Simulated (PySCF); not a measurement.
Bonding in `C=C(C)C1=CCOC1`

Compound: C₇H₁₀O.
Atom-mapped SMILES: `[CH2:1]=[C:2]([CH3:3])[C:4]1=[CH:5][CH2:6][O:7][CH2:8]1` (hydrogens: H9, H10 on C1; H11, H12, H13 on C3; H14 on C5; H15, H16 on C6; H17, H18 on C8)

Structure used (GFN2-xTB), in Å, numbered top down from 1:
```xyz
18
C7H10O angstrom
C     -0.633   -0.473   -2.190
C     -0.816    0.015   -0.964
C     -2.106    0.668   -0.561
C      0.216   -0.055    0.056
C      0.171    0.387    1.314
C      1.461    0.102    2.008
O      2.278   -0.546    1.047
C      1.570   -0.677   -0.176
H      0.285   -0.943   -2.495
H     -1.408   -0.414   -2.936
H     -2.811    0.670   -1.388
H     -1.926    1.695   -0.250
H     -2.552    0.135    0.278
H     -0.638    0.882    1.817
H      1.325   -0.556    2.880
H      1.958    1.021    2.354
H      1.491   -1.741   -0.438
H      2.125   -0.164   -0.973
```

Bond orders from the PBE0/pcSseg-1 density (PySCF). Isolated species at its GFN2-xTB geometry (one conformer only).

How far do the computed orders between heavy atoms stray from the drawn ones?

The largest departure is 0.212, at C4–C5 (drawn double, 1.788).

Set the Mayer orders of the bonds beside their lengths.

```json
{"bond": "C1–C2", "drawn as": "double", "length (Å)": "1.332", "Mayer order": "1.965"}
{"bond": "C2–C3", "drawn as": "single", "length (Å)": "1.501", "Mayer order": "1.086"}
{"bond": "C2–C4", "drawn as": "single", "length (Å)": "1.453", "Mayer order": "1.014"}
{"bond": "C4–C5", "drawn as": "double", "length (Å)": "1.334", "Mayer order": "1.788"}
{"bond": "C5–C6", "drawn as": "single", "length (Å)": "1.492", "Mayer order": "1.045"}
{"bond": "C6–O7", "drawn as": "single", "length (Å)": "1.419", "Mayer order": "0.930"}
{"bond": "O7–C8", "drawn as": "single", "length (Å)": "1.418", "Mayer order": "0.912"}
{"bond": "C8–C4", "drawn as": "single", "length (Å)": "1.508", "Mayer order": "1.044"}
{"bond": "C1–H9", "drawn as": "single", "length (Å)": "1.075", "Mayer order": "0.934"}
{"bond": "C1–H10", "drawn as": "single", "length (Å)": "1.077", "Mayer order": "0.922"}
{"bond": "C3–H11", "drawn as": "single", "length (Å)": "1.086", "Mayer order": "0.949"}
{"bond": "C3–H12", "drawn as": "single", "length (Å)": "1.089", "Mayer order": "0.943"}
{"bond": "C3–H13", "drawn as": "single", "length (Å)": "1.089", "Mayer order": "0.943"}
{"bond": "C5–H14", "drawn as": "single", "length (Å)": "1.073", "Mayer order": "0.972"}
{"bond": "C6–H15", "drawn as": "single", "length (Å)": "1.100", "Mayer order": "0.932"}
{"bond": "C6–H16", "drawn as": "single", "length (Å)": "1.100", "Mayer order": "0.933"}
{"bond": "C8–H17", "drawn as": "single", "length (Å)": "1.099", "Mayer order": "0.931"}
{"bond": "C8–H18", "drawn as": "single", "length (Å)": "1.098", "Mayer order": "0.931"}
```

Bonds between the same two heavy elements. C–C: lowest C2–C4 (1.014, 1.453 Å), highest C1–C2 (1.965, 1.332 Å); in 4 of the 15 pairs the longer bond (by over 0.003 Å) has the higher order (by 0.02 or more). C–O: all 2 within 0.02 of one another (0.912 to 0.930).

Sum the orders of all bonds at each heavy atom with more than one neighbour and set the sums beside the valence in the SMILES.

C1 3.821 (drawn 4), C2 4.065 (drawn 4), C3 3.921 (drawn 4), C4 3.846 (drawn 4), C5 3.805 (drawn 4), C6 3.840 (drawn 4), O7 1.842 (drawn 2), C8 3.818 (drawn 4). Orders between atoms that aren't bonded are not in these sums.

For a closed shell the Mayer order of atoms A and B is Σ (PS)μν (PS)νμ over the basis functions μ on A and ν on B, with P the density and S the overlap matrix.
